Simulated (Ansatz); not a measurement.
C₃H₆Cl (SMILES CC[CH]Cl), doublet, at a GFN2-xTB geometry, with bond 6-2 at 2.4 times its length; CASSCF(5,4)/6-31G run with Ansatz (an electronic-structure program).

Here is a job for Ansatz.
Ansatz 0.2 input:
```yaml
crystal:
  periodic: [false, false, false]
  atoms:
    - {symbol: C, position_ang: [0.88196835, -0.69035601, -0.06520633]}
    - {symbol: C, position_ang: [2.33446101, -0.22289527, -0.00871853]}
    - {symbol: C, position_ang: [-0.04521944, 0.45133341, -0.21727741]}
    - {symbol: H, position_ang: [0.63004599, -1.24911322, 0.84093252]}
    - {symbol: H, position_ang: [0.77187846, -1.39427599, -0.90612752]}
    - {symbol: H, position_ang: [3.93241367, -2.27021018, 0.23379225]}
    - {symbol: Cl, position_ang: [-1.68930543, 0.26027060, 0.15334852]}
    - {symbol: H, position_ang: [2.59685791, 0.31448981, -0.91653331]}
    - {symbol: H, position_ang: [2.48724108, 0.43935498, 0.83925443]}
    - {symbol: H, position_ang: [0.20463477, 1.31239464, -0.80956506]}
basis:
  gaussian:
    orbitals: 6-31G
hamiltonian:
  xc: hf
correlation: {active_space: {window: {electrons: 5, orbitals: 4}}}
magnetization: {spin_polarized: false, initial_magnetization: 1}
```

Task: What does Ansatz print? Leave out banner, timings and long lists.

Result: 
```
Functional definition: HF
714 factors; integrals over basis functions are off by at most 2.3e-4 eV
mean field evaluation 1: about -15673.9914 eV, gradient 3.1e1 eV
mean field evaluation 2: about -15673.9920 eV, gradient 3.1e1 eV
mean field evaluation 4: about -15677.9911 eV, gradient 6.2e0 eV
mean field evaluation 8: about -15679.5497 eV, gradient 3.4e0 eV
mean field evaluation 16: about -15679.8174 eV, gradient 1.6e-5 eV
mean field evaluation 32: about -15678.7774 eV, gradient 3.2e-1 eV
mean field -15679.81741254 eV, -576.2226617489 hartree, gradient 2.5e-6 eV, S^2 0.750000; 5 other end points of the search recorded, 0 dependent functions left out
reference -15679.81741254 eV, -576.2226617489 hartree; 21, 20 occupied and 31, 32 virtual orbitals, 714 factors
state -15682.58119819 eV, -576.3242289983 hartree
Total energy: -15682.58119819 eV, -576.3242289983 hartree
```
